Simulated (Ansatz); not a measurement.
Start from `[CH3][Mo](=[O])([F])=[S]` and change one atom or group to get `[CH3][Mo](=[O])([OH])=[S]`.

Ansatz, PBE0-D4/def2-TZVP geometries, multiplicity 1. Each molecule was computed in one conformer, which needn't be the lowest.

Elements past krypton have def2 core potentials.

```tsv
property	`[CH3][Mo](=[O])([F])=[S]`
size of the dipole moment (B3LYP/def2-TZVPP) / D	2.29
HOMO energy (PBE0/def2-TZVPP) / eV	-8.00
HOMO energy (PBE/def2-TZVPP) / eV	-6.76
HOMO–LUMO gap (B3LYP/def2-TZVPP) / eV	4.20
zero-point energy (PBE0-D4/def2-TZVP) / kJ/mol	112.6
ideal-gas entropy at 298 K and 1 bar (rigid rotor, harmonic PBE0-D4/def2-TZVP) / J/(mol·K)	351
```

Task: What does the change do to each property? (Estimate.)

Result: Computed: 
```tsv
property	`[CH3][Mo](=[O])([OH])=[S]`	shift
size of the dipole moment (B3LYP/def2-TZVPP) / D	2.97	0.68
HOMO energy (PBE0/def2-TZVPP) / eV	-7.72	0.28
HOMO energy (PBE/def2-TZVPP) / eV	-6.50	0.26
HOMO–LUMO gap (B3LYP/def2-TZVPP) / eV	4.41	0.21
zero-point energy (PBE0-D4/def2-TZVP) / kJ/mol	141.9	29.3
ideal-gas entropy at 298 K and 1 bar (rigid rotor, harmonic PBE0-D4/def2-TZVP) / J/(mol·K)	357	6
```

With PBE0 the HOMO rises by 0.28 eV and the LUMO rises by 0.48 eV, so the gap widens by about 0.20 eV. PBE moves the HOMO by 0.26 eV and ωB97M-V by 0.27 eV. The zero-point energy changes by 29.3 kJ/mol with +3 modes. Dipoles are sizes alone; their direction can turn.

B3LYP here is the variant with VWN-RPA as its local correlation; programs differ in this.
